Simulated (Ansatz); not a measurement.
`C[Se][GeH2][Cl]` from Hartree–Fock to CCSD(T)

Cartesian coordinates in Å:
```
C -1.413 -0.795 0.101
Se -0.537 0.430 1.350
Ge 1.273 0.934 -0.019
Cl 2.429 -0.855 -0.407
H -0.753 -1.631 -0.120
H -1.695 -0.272 -0.811
H -2.306 -1.156 0.607
H 2.183 1.931 0.705
H 0.818 1.413 -1.405
```

Total charge 0; spin multiplicity 1. Correlated methods include outer-core shells of Ge, Se, which these sets cover unevenly. Scalar relativity is left out up to krypton. The structure was optimised at the PBE0-D4/def2-TZVP level. It is one conformer, not always the lowest. Frozen core, restricted reference, Ansatz.

| basis | HF (Eh) | MP2 corr. |
| --- | --- | --- |
| def2-SVP | -4974.81999 | -0.74248 |
| def2-TZVPP | -4975.58828 | -0.89637 |
| def2-QZVPP | -4975.69221 | -1.49433 |

(1) Estimate the CCSD correlation energy and the (T) correction in each basis where they were run (hartree).

## Answers

(1) 
```
     basis  CCSD corr.       (T)
  def2-SVP    -0.77544  -0.02126
def2-TZVPP    -0.93404  -0.03702
```
